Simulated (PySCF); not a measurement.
MgF2, SMILES [F][Mg][F]. Atoms are numbered in the order given.

```xyz
3

Mg     0.0000     0.0000     0.0000
F      0.0000     0.0000    -1.7532
F      0.0000     0.0000     1.7532
```
Charge 0, spin multiplicity 1.

Geometry: ωB97X-D3(BJ)/def2-TZVP. The isomer is the one that the SMILES or the coordinates give; other isomers of the formula were not compared.

Computed with PySCF with TDA-PBE/def2-TZVPD.

Vertical excitations; the highest root listed may be one member of a degenerate set. The molecule is in vacuum. State labels are in the subgroup D2h.

```csv
state,symmetry,energy (eV),λ (nm),f,main pairs
S1,B2g,5.85,212,0.000,HOMO−1→LUMO (degenerate set)
S2,B3g,5.85,212,0.000,HOMO→LUMO (degenerate set)
S3,B3u,6.00,207,0.065,HOMO−2→LUMO (degenerate set)
S4,B2u,6.00,207,0.065,HOMO−3→LUMO (degenerate set)
S5,B1u,6.64,187,0.100,HOMO−4→LUMO 92 %
S6,Ag,7.10,175,0.000,HOMO−5→LUMO 92 %
S7,Au,7.89,157,0.000,"HOMO→LUMO+2 50 %, HOMO−1→LUMO+1 50 %"
S8,Au,7.91,157,0.000,"HOMO−1→LUMO+1, HOMO→LUMO+2 (degenerate set)"
S9,B1u,7.91,157,0.000,"HOMO−1→LUMO+2, HOMO→LUMO+1 (degenerate set)"
S10,B1g,7.95,156,0.000,"HOMO−2→LUMO+1 50 %, HOMO−3→LUMO+2 50 %"
T1,B2g,5.68,218,0,HOMO−1→LUMO (degenerate set)
T2,B3g,5.68,218,0,HOMO→LUMO (degenerate set)
T3,B3u,5.73,216,0,HOMO−2→LUMO (degenerate set)
T4,B2u,5.73,216,0,HOMO−3→LUMO (degenerate set)
```
Triplets are in the Tamm–Dancoff approximation.
